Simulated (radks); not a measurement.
The numbers below are computed, except where a source is named.
Spherical quantum dot in the effective-mass picture: electrons in a parabolic well V = omega^2 r^2 / 2 with omega = 0.0578, with a point charge +1 (a donor) at the centre, all in effective atomic units (hartree* = m*/eps^2 hartree, bohr* = eps/m* bohr), one dielectric constant everywhere. Level of theory: non-relativistic Kohn-Sham, PBEsol, spin-polarised, spherical densities (a radial shooting solver with Libxc functionals). Levels are named by radial order and angular momentum (1s, 1p, 1d, 2s, ...), and open shells are averaged over m. Each electron was tried in the lowest free levels, single moves between levels near the top were tried too, and the lowest total energy was kept; such a search can miss a lower state. At N = 1 the Hartree and exchange-correlation terms need not cancel, so that row can carry a self-interaction error.

N	open shells	2S	mu = E(N) - E(N-1) (hartree*)	addition energy mu(N+1) - mu(N) (hartree*)	e(HOMO) (hartree*)
1	1s(up 1, down 0)	1	-0.48334	0.4827	-0.26301
2	none	0	-0.00061746	0.2754	0.11033
3	2s(up 1, down 0)	1	0.27479	0.09242	0.31602
4	1p(up 1, down 0) 2s(up 1, down 0)	2	0.36721	0.09104	0.41339
5	1p(up 2, down 0) 2s(up 1, down 0)	3	0.45826	0.08672	0.50236
6	1p(up 3, down 0) 2s(up 1, down 0)	4	0.54497	0.1023	0.58687
7	1p(up 3, down 0)	3	0.64730	0.07348	0.68283
8	1p(up 3, down 1)	2	0.72078	0.07172	0.75679
9	1p(up 3, down 2)	1	0.79249	0.07040	0.82796
10	none	0	0.86289	0.08698	0.89768
11	1d(up 1, down 0)	1	0.94988	0.06494	0.98254
12	1d(up 2, down 0)	2	1.0148	0.06370	1.0469
13	1d(up 3, down 0)	3	1.0785	0.06245	1.1099
14	1d(up 4, down 0)	4	1.1410	0.06123	1.1718
15	1d(up 5, down 0)	5	1.2022	0.07057	1.2324
16	1d(up 5, down 1)	4	1.2728	0.05749	1.3016
17	1d(up 5, down 2)	3	1.3303	0.05680	1.3588
18	1d(up 5, down 3)	2	1.3871	0.05605	1.4152
19	1d(up 5, down 4)	1	1.4431	0.05528	1.4709
20	none	0	1.4984	0.07062	1.5258
21	1f(up 1, down 0)	1	1.5690	0.05273	1.5955
22	1f(up 2, down 0)	2	1.6217	0.05212	1.6479
23	1f(up 3, down 0)	3	1.6739	0.05152	1.6997
24	1f(up 4, down 0)	4	1.7254	0.05092	1.7509
25	1f(up 5, down 0)	5	1.7763	0.05034	1.8016
26	1f(up 6, down 0)	6	1.8266	0.04977	1.8516
27	1f(up 7, down 0)	7	1.8764	0.05876	1.9011
28	1f(up 7, down 1)	6	1.9352	0.04796	1.9592
29	1f(up 7, down 2)	5	1.9831	0.04757	2.0070
30	1f(up 7, down 3)	4	2.0307	0.04717	2.0543
31	1f(up 7, down 4)	3	2.0779	0.04676	2.1013
32	1f(up 7, down 5)	2	2.1246	0.04635	2.1479
33	1f(up 7, down 6)	1	2.1710	0.04594	2.1940
34	none	0	2.2169	0.04951	2.2397
35	3s(up 1, down 0)	1	2.2664	0.04910	2.2886
36	2p(up 1, down 0) 3s(up 1, down 0)	2	2.3155	0.04481	2.3379
37	2p(up 2, down 0) 3s(up 1, down 0)	3	2.3603	0.04477	2.3827
38	2p(up 3, down 0) 3s(up 1, down 0)	4	2.4051	0.04764	2.4274
39	2p(up 3, down 0) 1g(up 1, down 0) 3s(up 1, down 0)	5	2.4527	0.04336	2.4745
40	2p(up 3, down 0) 1g(up 2, down 0) 3s(up 1, down 0)	6	2.4961	0.04304	2.5177
41	2p(up 3, down 0) 1g(up 3, down 0) 3s(up 1, down 0)	7	2.5391	0.04273	2.5606
42	2p(up 3, down 0) 1g(up 4, down 0) 3s(up 1, down 0)	8	2.5819	-	2.6031

All shells are closed at N = 2, 10, 20, 34 (there: 1s2 1p6 1d10 2s2 1f14); the second difference of the energy has clear peaks (12 % above both neighbours; the first and last values, which can be the largest, are not judged, and half-filled shells can peak too) at N = 6, 10, 15, 20, 27.
